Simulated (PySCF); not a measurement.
# The second ionisation energy along group 15

All values are computed (PySCF 2.14, energy differences of UHF-based or UKS calculations, no spin-orbit coupling). Values in eV. The last column holds reference values (NIST; (s) semi-empirical, (t) theoretical, else measured). Unmarked ones compare directly (S terms, centres of terms, or small fine structure); those marked * lie between the lowest fine-structure levels and include a spin-orbit shift.

```csv
element,configurations,UHF,r2SCAN,MP2 (valence),SCS-MP2 (valence and next inner shell),CCSD (valence),CCSD(T) (valence),reference
"N (aug-cc-pCVTZ-DK, spin-free X2C)",[He] 2s2 2p2 → [He] 2s2 2p1,29.185,30.122,29.610,29.495,29.455,29.472,29.601 (s) *
"P (aug-cc-pCVTZ-DK, spin-free X2C)",[Ne] 3s2 3p2 → [Ne] 3s2 3p1,19.151,19.935,19.605,19.532,19.644,19.679,19.769 (s) *
"Sb (aug-cc-pwCVTZ-DK3, spin-free X2C)",[Kr] 4d10 5s2 5p2 → [Kr] 4d10 5s2 5p1,16.000,16.648,16.330,16.414,16.362,16.386,16.626 ± 0.025 *
"Bi (aug-cc-pwCVTZ-DK3, spin-free X2C)",[Xe] 4f14 5d10 6s2 6p2 → [Xe] 4f14 5d10 6s2 6p1,15.325,15.929,15.608,15.715,15.643,15.659,16.703 *
```

For Bi a determinant mixes LS terms or the coupling is close to jj, so these rows are model values.

"Valence" correlates the outer s and p shells and, in groups 3 to 12 and the f block, the outer d or f shell, open or full, or the next shell where the ion has no valence electron left; the wider scheme adds the next inner shell.
